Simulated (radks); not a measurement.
Problem. The mean radii <r> (bohr) of the occupied orbitals of an atom or ion are listed with their occupations. All-electron calculation, Dirac Kohn-Sham, relativistic LDA (MacDonald-Vosko exchange, VWN5 correlation), spin-unpolarised, spherical densities, finite nucleus; Fermi nuclear charge, rms radius of each element as measured or else 0.836 A^(1/3) + 0.57 fm. Program: a radial shooting solver on a logarithmic mesh with Libxc functionals.

| orbital | occ. | <r> |
|---|---|---|
| 1s1/2 | 2 | 0.03274 |
| 2s1/2 | 2 | 0.1420 |
| 2p1/2 | 2 | 0.1205 |
| 2p3/2 | 4 | 0.1254 |
| 3s1/2 | 2 | 0.3908 |
| 3p1/2 | 2 | 0.3826 |
| 3p3/2 | 4 | 0.3933 |
| 3d3/2 | 4 | 0.3663 |
| 3d5/2 | 6 | 0.3697 |
| 4s1/2 | 2 | 0.9212 |
| 4p1/2 | 1 | 0.9640 |
| 4p3/2 | 4 | 0.9848 |
| 4d3/2 | 1 | 1.094 |

Name the element and its charge.

Solution. Z = 45, rhodium, charge +9: Rh9+ in [Ar] 3d10 4s2 4p(1/2: 1, 3/2: 4) 4d(3/2: 1, 5/2: 0). The 1s radius gives Z: for a bare nucleus <r> = (2 gamma + 1)/(2Z) with gamma = sqrt(1 - (Z/c)^2), 0.0321 bohr for Z = 45, and screening makes it slightly larger (0.03274 here). The occupations add up to 36, and the charge is Z minus that.
